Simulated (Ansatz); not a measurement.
Cost and result for the atomization energy of CH₄F₂GaN (`C[NH][Ga]([F])[F]`) (9 atoms, 8 bonds).

Z-matrix (Å, degrees):
```
C
N 1 1.448
H 1 1.095 2 111.9
H 1 1.095 2 111.9 3 121.5
H 1 1.091 2 110.0 3 -119.3
Ga 2 1.786 1 126.3 3 119.3
H 2 1.006 1 114.8 3 -60.8
F 6 1.740 2 123.1 1 180.0
F 6 1.742 2 121.4 1 -0.0
```

Charge 0, multiplicity 1. Correlated methods include outer-core shells of Ga, which these sets cover unevenly. Scalar relativity is left out up to krypton. Geometry: relaxed with PBE0-D4/def2-TZVP. It is one conformer, not always the lowest. Program: Ansatz. All runs use 4 threads of an Arm Neoverse V1 on a shared host. Times are those of one run each, without the atoms' runs, and a repeat can differ threefold. Electronic energies, without spin–orbit coupling; frozen cores. CCSD(T)/CBS adds CCSD(T) − MP2 in def2-TZVPP to the MP2 limit, and its time is that of the two runs behind it. T1 = 0.013. With those shells the extrapolation isn't a true limit.

CCSD(T)/CBS is a level of theory with its own doubt, some kJ/mol a heavy atom from the limit and from the frozen cores, so smaller differences don't rank the functionals.

| level | functions | wall time |
| --- | --- | --- |
| BLYP-D4/def2-TZVPP | 228 | 1.7 s |
| BHLYP-D4/def2-TZVPP | 228 | 2.8 s |
| CAM-B3LYP-D4/def2-TZVPP | 228 | 3.1 s |
| r2SCAN-D4/def2-TZVPP (with forces) | 228 | 4.2 s |
| B2PLYP/def2-TZVPP | 228 | 4.8 s |
| PBE-QIDH/def2-TZVPP | 228 | 4.9 s |
| ωB97X-V/def2-TZVPP | 228 | 7 s |
| CCSD(T)/def2-SVP | 108 | 7.5 s |
| B97M-V/def2-TZVPP | 228 | 8 s |
| ωB97M-V/def2-TZVPP (with forces) | 228 | 10 s |
| MP2/def2-QZVPP | 437 | 19 s |
| CCSD(T)/def2-TZVPP | 228 | 2.8 min |
| CCSD(T)/CBS(def2) | – | 3.2 min |

Task: What atomization energy does each give, and how far from CCSD(T)/CBS? (Estimate.)

Result: Computed: 
```csv
level,atomization (kJ/mol),difference from CCSD(T)/CBS,per bond
BLYP-D4/def2-TZVPP,3228.7,-19.4,-2.4
BHLYP-D4/def2-TZVPP,3096.3,-151.8,-19.0
CAM-B3LYP-D4/def2-TZVPP,3251.4,3.3,0.4
r2SCAN-D4/def2-TZVPP (with forces),3233.8,-14.3,-1.8
B2PLYP/def2-TZVPP,3206.1,-42.0,-5.3
PBE-QIDH/def2-TZVPP,3211.3,-36.8,-4.6
ωB97X-V/def2-TZVPP,3249.2,1.1,0.1
CCSD(T)/def2-SVP,3060.4,-187.7,-23.5
B97M-V/def2-TZVPP,3220.7,-27.4,-3.4
ωB97M-V/def2-TZVPP (with forces),3230.1,-18.0,-2.3
MP2/def2-QZVPP,3310.5,62.4,7.8
CCSD(T)/def2-TZVPP,3166.5,-81.6,-10.2
CCSD(T)/CBS(def2),3248.1,0.0,0.0
```

From PBE to PBE0 (25 % exact exchange), in def2-TZVPP and without D4, the atomization energy moves by −82.3 kJ/mol: exact exchange takes away binding that semilocal exchange gives to molecules. At CCSD(T), def2-SVP lies −187.7 kJ/mol from the extrapolated value and def2-TZVPP −81.6 kJ/mol: correlation converges slowly with the basis, and small sets miss more of it in the bonded molecule than in its fragments. In def2-TZVPP, CCSD(T) changes the Hartree–Fock value by +896.6 kJ/mol (the triples alone add +53.6 kJ/mol) and MP2 by +990.5 kJ/mol; breaking electron pairs costs correlation energy, which Hartree–Fock lacks.
